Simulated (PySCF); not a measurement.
# Relaxation of singlet AsH3

Computed with B3LYP/[As def2-TZVP, H def2-TZVP], no relativity, density fitting, PySCF. A (50,194) grid was used.

A hand-made trigonal planar start, of D3h symmetry, held to at least that symmetry:

```xyz
4
charge 0 multiplicity 1, angstrom
As    0.0000    0.0000    0.0000
H     1.5300    0.0000    0.0000
H    -0.7650    1.3250    0.0000
H    -0.7650   -1.3250    0.0000
```

Task: What forces act on the atoms at the start (eV/Å)?

Result: 
| atom | Fx | Fy | Fz |
| --- | --- | --- | --- |
| As1 | 0.00 | 0.00 | 0.00 |
| H2 | -1.13 | 0.00 | 0.00 |
| H3 | 0.56 | -0.98 | 0.00 |
| H4 | 0.56 | 0.98 | 0.00 |

Task: What does it relax to?

Result: It ends at D3h with As–H 1.469 Å (×3); H–As–H 120.0° (×3). A frequency run shows 1 imaginary mode, down to 1126i cm⁻¹, so it is a saddle point.

Task: How much energy is released, and in how many steps?

Result: 10.4 kJ/mol in 3 steps.

The relaxation took 2.8 s on 2 threads of a shared Arm Neoverse V1 host, with 66 basis functions and 4 gradients; the process peaked at 0.48 GiB. Launch command: `OMP_NUM_THREADS=2 python axn.py task.json out`.
